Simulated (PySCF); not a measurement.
C2H7BClN, SMILES CN(C)BCl. Atoms are numbered in the order given.

```xyz
12

B      0.8012     0.3267     0.0000
H      2.0021     0.2881     0.0000
Cl     0.0236     1.9328     0.0000
N      0.0564    -0.8505     0.0000
C     -1.3944    -0.9279     0.0000
C      0.7098    -2.1493     0.0000
H     -1.7560    -1.4713    -0.8913
H     -1.7560    -1.4713     0.8913
H     -1.8292     0.0783     0.0000
H      0.4222    -2.7363     0.8911
H      0.4222    -2.7363    -0.8911
H      1.8002    -2.0259     0.0000
```
Charge 0, spin multiplicity 1.

Geometry optimised at B3LYP-D3(BJ)/def2-SVP. The structure was generated by enumeration, and PubChem lists no compound with its InChIKey, so it may never have been made. Other conformers were not sampled.

Two levels are set side by side: PBE/pcSseg-1 (PySCF) and B3LYP/pcSseg-1 (PySCF). GIAO shifts against BF3 (¹¹B), HCl (³⁵Cl), NH3 (¹⁵N), TMS (¹H), TMS (¹³C) at the same level; non-relativistic, no solvent, atoms listed together averaged. Without spin–orbit terms, shifts of atoms bonded to Cl or Br come out too high at both levels. Differences are taken from unrounded values.

```json
[
 {"quantity": "δ(¹¹B) of B1 (ppm)", "B3LYP": "23.6", "PBE": "20.6", "PBE minus B3LYP": "-3.0"},
 {"quantity": "δ(¹H) of H2 (ppm)", "B3LYP": "5.18", "PBE": "5.31", "PBE minus B3LYP": "0.13"},
 {"quantity": "δ(³⁵Cl) of Cl3 (ppm)", "B3LYP": "109.6", "PBE": "133.4", "PBE minus B3LYP": "23.8"},
 {"quantity": "δ(¹⁵N) of N4 (ppm)", "B3LYP": "136.4", "PBE": "142.7", "PBE minus B3LYP": "6.3"}
]
```

Rough cost on one machine, each run with all the roots and properties that it gave: B3LYP against PBE within a factor of 2.
